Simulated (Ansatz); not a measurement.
Steps of a relaxation of `[GaH2][CH2][GeH3]` with RKS PBE0-D4/def2-TZVP.

```sh
$ ansatz run in.yaml --threads 4 --pin off --events-out ev --progress --plain --max-ram 10444MiB
```

```yaml
crystal:
  periodic: [false, false, false]
  atoms:
    - {symbol: Ga, position_ang: [-1.377970, 0.604760, -1.009900]}
    - {symbol: C, position_ang: [0.569640, 0.511320, -0.473460]}
    - {symbol: Ge, position_ang: [0.739540, -0.757430, 1.024830]}
    - {symbol: H, position_ang: [-2.266850, -0.675920, -1.249300]}
    - {symbol: H, position_ang: [-2.161860, 1.969680, -1.176960]}
    - {symbol: H, position_ang: [0.929150, 1.500040, -0.168430]}
    - {symbol: H, position_ang: [1.205870, 0.170140, -1.295890]}
    - {symbol: H, position_ang: [0.267120, -2.126420, 0.649370]}
    - {symbol: H, position_ang: [-0.067490, -0.316310, 2.209500]}
    - {symbol: H, position_ang: [2.162850, -0.879850, 1.490260]}
basis:
  gaussian: {orbitals: def2-TZVP}
hamiltonian: {xc: pbe0, dispersion: d4}
relax: {f_tol: 0.005, max_steps: 150}
```

Positions (Å) and forces (eV/Å) along the path, 14 of 22 steps:

```xyz
10
step=1 energy=-110031.7041 eV
Ga   -1.378    0.605   -1.010    0.386    0.151   -0.014
C     0.570    0.511   -0.473   -0.717   -0.018    0.087
Ge    0.740   -0.757    1.025    0.216    0.570   -0.596
H    -2.267   -0.676   -1.249    0.205   -0.091    0.033
H    -2.162    1.970   -1.177    0.199   -0.003    0.078
H     0.929    1.500   -0.168   -0.092   -0.116   -0.013
H     1.206    0.170   -1.296   -0.130   -0.099    0.004
H     0.267   -2.126    0.649   -0.288   -0.693   -0.312
H    -0.067   -0.316    2.209   -0.488    0.317    0.549
H     2.163   -0.880    1.490    0.708   -0.018    0.185
10
step=3 energy=-110031.8142 eV
Ga   -1.379    0.622   -1.004    0.037   -0.010   -0.020
C     0.509    0.499   -0.456   -0.072    0.016    0.031
Ge    0.744   -0.748    1.035    0.010    0.033   -0.030
H    -2.168   -0.711   -1.290    0.011    0.053   -0.015
H    -2.086    2.020   -1.133   -0.013   -0.024    0.018
H     0.904    1.483   -0.191    0.007   -0.047   -0.009
H     1.096    0.112   -1.296    0.002   -0.026    0.008
H     0.269   -2.150    0.610    0.013    0.016    0.020
H    -0.106   -0.291    2.239    0.016   -0.019   -0.007
H     2.216   -0.835    1.485   -0.011    0.007    0.003
10
step=4 energy=-110031.7940 eV rejected
Ga   -1.391    0.641   -1.022   -0.085    0.097    0.021
C     0.476    0.492   -0.461    0.302   -0.391   -0.279
Ge    0.750   -0.712    1.032   -0.176   -0.240    0.535
H    -2.167   -0.651   -1.474    0.061    0.006   -0.008
H    -2.136    2.023   -0.995    0.005    0.009    0.011
H     0.985    1.423   -0.231   -0.073    0.245   -0.084
H     1.046   -0.031   -1.243   -0.098    0.240   -0.110
H     0.323   -2.140    0.647    0.023   -0.014   -0.044
H    -0.104   -0.303    2.251   -0.002    0.023    0.017
H     2.218   -0.742    1.495    0.044    0.025   -0.059
10
step=6 energy=-110031.8251 eV
Ga   -1.382    0.631   -1.019   -0.054    0.007    0.008
C     0.497    0.469   -0.473    0.033   -0.025   -0.019
Ge    0.744   -0.731    1.053    0.003    0.002    0.007
H    -2.154   -0.663   -1.479    0.024    0.047   -0.009
H    -2.118    2.021   -0.967    0.015   -0.044    0.007
H     0.932    1.442   -0.240   -0.009   -0.010   -0.005
H     1.068    0.026   -1.297   -0.008    0.007    0.010
H     0.300   -2.155    0.673    0.005    0.007    0.004
H    -0.106   -0.269    2.254   -0.002    0.007   -0.003
H     2.219   -0.771    1.496   -0.005    0.001    0.001
10
step=8 energy=-110031.8285 eV
Ga   -1.376    0.634   -1.038   -0.255   -0.015    0.065
C     0.498    0.432   -0.504    0.109   -0.048   -0.104
Ge    0.740   -0.707    1.070   -0.004   -0.042    0.050
H    -2.134   -0.593   -1.699    0.107    0.160    0.041
H    -2.161    1.977   -0.735    0.101   -0.145   -0.059
H     0.965    1.399   -0.304   -0.024   -0.011    0.001
H     1.052   -0.061   -1.312   -0.021    0.045    0.054
H     0.315   -2.152    0.746    0.005    0.039    0.000
H    -0.114   -0.214    2.257    0.002    0.013   -0.033
H     2.215   -0.716    1.518   -0.018    0.004   -0.015
10
step=10 energy=-110031.8352 eV
Ga   -1.381    0.617   -1.024   -0.011    0.006   -0.002
C     0.505    0.419   -0.519    0.003   -0.010    0.017
Ge    0.740   -0.699    1.072   -0.005    0.001   -0.003
H    -2.109   -0.559   -1.770   -0.001    0.001   -0.006
H    -2.165    1.927   -0.653    0.001   -0.007    0.006
H     0.958    1.391   -0.316    0.002    0.003   -0.004
H     1.061   -0.068   -1.325    0.008   -0.002   -0.007
H     0.290   -2.141    0.774   -0.001    0.003    0.001
H    -0.112   -0.165    2.241    0.000    0.004   -0.001
H     2.213   -0.723    1.519    0.002    0.001   -0.001
10
step=13 energy=-110031.8368 eV
Ga   -1.377    0.603   -1.028   -0.005    0.004   -0.005
C     0.513    0.399   -0.541   -0.031   -0.001    0.032
Ge    0.736   -0.682    1.079   -0.002    0.010   -0.009
H    -2.084   -0.496   -1.903    0.008    0.012    0.006
H    -2.188    1.844   -0.503    0.009   -0.016   -0.007
H     0.967    1.374   -0.347    0.005    0.001   -0.004
H     1.069   -0.100   -1.337    0.009   -0.006   -0.011
H     0.261   -2.124    0.822   -0.003    0.000    0.002
H    -0.105   -0.099    2.233    0.004   -0.003   -0.005
H     2.209   -0.719    1.523    0.005    0.000    0.000
10
step=14 energy=-110031.8370 eV
Ga   -1.379    0.601   -1.031    0.000   -0.002   -0.008
C     0.510    0.396   -0.539    0.010   -0.013   -0.013
Ge    0.737   -0.679    1.083   -0.001   -0.001    0.005
H    -2.075   -0.479   -1.935    0.004    0.001    0.002
H    -2.197    1.826   -0.485   -0.004    0.005    0.003
H     0.965    1.371   -0.350   -0.003   -0.001    0.004
H     1.066   -0.105   -1.335   -0.008    0.008    0.010
H     0.251   -2.119    0.836    0.003    0.000   -0.001
H    -0.092   -0.088    2.240    0.003    0.003    0.002
H     2.215   -0.723    1.516   -0.005   -0.002   -0.004
10
step=15 energy=-110031.8371 eV
Ga   -1.379    0.599   -1.036   -0.004   -0.007   -0.004
C     0.507    0.394   -0.538    0.014   -0.002   -0.019
Ge    0.736   -0.677    1.086    0.014   -0.006    0.008
H    -2.066   -0.468   -1.962    0.001    0.003    0.001
H    -2.206    1.810   -0.471   -0.002    0.004    0.000
H     0.961    1.369   -0.349   -0.003    0.000    0.005
H     1.065   -0.107   -1.333   -0.010    0.007    0.012
H     0.241   -2.116    0.848   -0.005    0.005    0.003
H    -0.076   -0.074    2.248   -0.001   -0.002   -0.003
H     2.217   -0.731    1.506   -0.003    0.000   -0.002
10
step=17 energy=-110031.8372 eV
Ga   -1.379    0.593   -1.046   -0.020   -0.013    0.016
C     0.504    0.394   -0.533    0.005    0.018   -0.003
Ge    0.740   -0.675    1.090   -0.014   -0.006    0.010
H    -2.050   -0.458   -2.003    0.010    0.006    0.001
H    -2.225    1.782   -0.460    0.006    0.000   -0.006
H     0.950    1.373   -0.337   -0.001   -0.001   -0.004
H     1.070   -0.097   -1.328    0.007   -0.005   -0.004
H     0.205   -2.104    0.872    0.008    0.005    0.000
H    -0.041   -0.049    2.263    0.010   -0.001   -0.009
H     2.227   -0.759    1.482   -0.011   -0.004   -0.002
10
step=19 energy=-110031.8373 eV
Ga   -1.380    0.592   -1.042   -0.001    0.001    0.000
C     0.505    0.398   -0.533   -0.003    0.009    0.009
Ge    0.738   -0.676    1.088   -0.002    0.000    0.001
H    -2.049   -0.467   -1.990    0.000   -0.001    0.001
H    -2.222    1.789   -0.469    0.001   -0.003   -0.001
H     0.949    1.376   -0.336    0.001   -0.003   -0.002
H     1.071   -0.093   -1.328    0.004   -0.004   -0.005
H     0.205   -2.104    0.865   -0.001    0.002    0.000
H    -0.042   -0.051    2.261    0.002   -0.001   -0.002
H     2.225   -0.763    1.483   -0.002    0.000   -0.001
10
step=20 energy=-110031.8374 eV
Ga   -1.380    0.589   -1.042    0.007    0.003    0.000
C     0.506    0.402   -0.531   -0.008    0.008    0.012
Ge    0.738   -0.676    1.088    0.001    0.001   -0.004
H    -2.042   -0.474   -1.990   -0.003   -0.004   -0.002
H    -2.227    1.783   -0.473   -0.001   -0.001    0.001
H     0.946    1.382   -0.331    0.002   -0.004   -0.001
H     1.074   -0.086   -1.326    0.004   -0.003   -0.005
H     0.191   -2.099    0.866   -0.001    0.002    0.001
H    -0.031   -0.044    2.265    0.000   -0.001    0.000
H     2.225   -0.777    1.475   -0.001    0.000    0.000
10
step=21 energy=-110031.8374 eV
Ga   -1.379    0.587   -1.044    0.007    0.002    0.001
C     0.506    0.405   -0.530   -0.008    0.006    0.008
Ge    0.738   -0.675    1.088    0.002    0.000   -0.003
H    -2.037   -0.478   -1.993   -0.003   -0.003   -0.002
H    -2.232    1.777   -0.473   -0.001    0.000    0.001
H     0.944    1.385   -0.328    0.001   -0.005   -0.001
H     1.076   -0.081   -1.325    0.003   -0.002   -0.004
H     0.178   -2.094    0.868    0.000    0.003    0.001
H    -0.021   -0.038    2.269    0.000   -0.001   -0.001
H     2.226   -0.789    1.467   -0.003    0.000   -0.001
10
step=22 energy=-110031.8374 eV
Ga   -1.379    0.586   -1.044    0.004   -0.001    0.002
C     0.506    0.406   -0.529   -0.004    0.003    0.002
Ge    0.737   -0.674    1.088    0.002   -0.001    0.000
H    -2.034   -0.479   -1.996   -0.001   -0.001   -0.002
H    -2.235    1.773   -0.473   -0.001    0.001    0.000
H     0.944    1.386   -0.327    0.001   -0.002   -0.001
H     1.077   -0.079   -1.324    0.001    0.000   -0.001
H     0.173   -2.091    0.870    0.000    0.002    0.000
H    -0.017   -0.035    2.270    0.000    0.000   -0.001
H     2.226   -0.793    1.464   -0.002    0.000   -0.001
```

It took 24 s on 4 threads of an AMD EPYC 9R45 on a shared host, with 0.5 GiB of host memory at the peak.
